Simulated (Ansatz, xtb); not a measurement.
# Relative energy of two structures of Al2Cl4H2

Structure a is a singlet given by its coordinates and structure b is a singlet given by its coordinates. Both are isolated molecules in the gas phase, relaxed with PBE0-D4/def2-SVP.

a (Å):

```tsv
atom	x (Å)	y (Å)	z (Å)
Al	-0.1746	2.8400	0.9199
Al	-1.8718	0.1813	0.1562
Cl	-0.3427	4.5527	-0.2616
Cl	1.0667	2.7854	2.5974
Cl	0.2297	1.0377	-0.3922
Cl	-2.2368	2.0780	1.4674
H	-1.6524	-1.0367	1.1282
H	-2.7845	0.2992	-1.1204
```

Close contacts (Å): Al1–Cl3 2.09, Al1–Cl4 2.09, Al1–Cl5 2.27, Al1–Cl6 2.27, Al2–Cl5 2.33, Al2–Cl6 2.33, Al2–H7 1.57, Al2–H8 1.57.

b (Å):

```yaml
atoms:
  - { symbol: Al, position_ang: [-1.0647, 1.5036, 2.1942] }
  - { symbol: Al, position_ang: [-0.9991, 1.4238, -1.0543] }
  - { symbol: Cl, position_ang: [-0.4631, 3.3363, 3.0122] }
  - { symbol: Cl, position_ang: [-2.5948, 1.9185, 0.5271] }
  - { symbol: Cl, position_ang: [-0.3633, 3.2147, -1.9365] }
  - { symbol: Cl, position_ang: [0.4829, 0.8685, 0.6152] }
  - { symbol: H, position_ang: [-1.5114, 0.2661, 3.0418] }
  - { symbol: H, position_ang: [-1.4126, 0.1456, -1.8574] }
```

Close contacts (Å): Al1–Cl3 2.10, Al1–Cl4 2.30, Al1–Cl6 2.30, Al2–Cl4 2.30, Al2–Cl5 2.10, Al2–Cl6 2.30, Al1–H7 1.57, Al2–H8 1.57.

Question: Estimate which is lower in electronic energy at CCSD(T)/def2-SVP + ΔMP2/def2-TZVPP, and by roughly how much.

Answer: The CCSD(T)/def2-SVP + ΔMP2/def2-TZVPP calculation puts structure b lower, by 5.45 kJ/mol.

How the difference moves with the method:

```tsv
level	geometry	E(b) − E(a) (kJ/mol)	departure from the last row (kJ/mol)	job, with rough time for the two
PBE0-D4/def2-SVP	PBE0-D4/def2-SVP	−5.70	−0.25	optimisation, 48 s
HF/def2-SVP	PBE0-D4/def2-SVP	−5.37	+0.08	part of the CCSD(T) run
MP2/def2-SVP	PBE0-D4/def2-SVP	−4.54	+0.91	part of the CCSD(T) run
CCSD(T)/def2-SVP	PBE0-D4/def2-SVP	−4.88	+0.57	single point
CCSD(T)/def2-SVP + ΔMP2/def2-TZVPP	PBE0-D4/def2-SVP	−5.45		single point, 36 s
```

None of the levels shown reverses the order. The largest departure from CCSD(T)/def2-SVP + ΔMP2/def2-TZVPP is that of MP2/def2-SVP, 0.91 kJ/mol. Levels run at GFN2-xTB geometries aren't shown. The last row adds to CCSD(T) the change of the MP2 difference between the two basis sets, here −0.57 kJ/mol.

With thermal terms from frequencies at re-optimised GFN2-xTB minima (ideal gas, soft modes damped towards free rotors, one conformer each, 298.15 K, 1 atm): the zero-point term adds +2.20 kJ/mol; ΔH is −3.75 and ΔG −3.25 kJ/mol.

The correlated steps freeze 30 core orbitals. Run with Ansatz 0.2.0, xtb 6.7.1; the last row on 2 threads of Arm Neoverse V2 on a shared host.
